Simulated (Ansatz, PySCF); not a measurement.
System: Si2H4, charge 0, multiplicity 1. SMILES: [SiH][SiH3]
Geometry from a B3LYP-D3(BJ)/def2-TZVP (Ansatz, a first-principles code) optimisation:
```
Si
H 1 1.4846
H 1 1.4893 2 107.80
H 1 1.4893 2 107.80 3 -116.32
Si 1 2.3971 2 114.30 3 121.84
H 5 1.5236 1 88.28 2 -180.00
```
Charge 0, spin multiplicity 1.

Property: atomisation energy (electronic, to ground-state atoms), in kJ/mol. Cores are frozen in the correlated levels unless marked. Open shells are spin-unrestricted. No spin-orbit coupling. Non-relativistic. The coupled-cluster limit lacks core correlation, which all-electron functionals hold. CBS(X,Y): correlation extrapolated as X^-3; Hartree-Fock from the larger set.

The Hartree-Fock reference is unstable (checked in the largest basis), which strains HF and MP2. 

```json
[
 {"level": "TPSS-D4/def2-TZVPD", "program": "PySCF + dftd4", "atomisation energy (kJ/mol)": "(withheld)"},
 {"level": "M06-L/def2-TZVPD", "program": "PySCF", "atomisation energy (kJ/mol)": "1557.0"},
 {"level": "r2SCAN-D4/def2-TZVPD", "program": "Ansatz + dftd4", "atomisation energy (kJ/mol)": "(withheld)"},
 {"level": "BHLYP-D4/def2-TZVPD", "program": "Ansatz + dftd4", "atomisation energy (kJ/mol)": "1518.3"},
 {"level": "SCS-MP2/cc-pV(T+d)Z", "program": "Ansatz", "atomisation energy (kJ/mol)": "1485.9"},
 {"level": "CCSD(T)/CBS(cc-pV(T+d)Z,cc-pV(Q+d)Z)", "program": "Ansatz", "atomisation energy (kJ/mol)": "(withheld)"}
]
```

Complete the blanks.


- TPSS-D4/def2-TZVPD, atomisation energy (kJ/mol): 1578.8
- r2SCAN-D4/def2-TZVPD, atomisation energy (kJ/mol): 1516.4
- CCSD(T)/CBS(cc-pV(T+d)Z,cc-pV(Q+d)Z), atomisation energy (kJ/mol): 1535.7
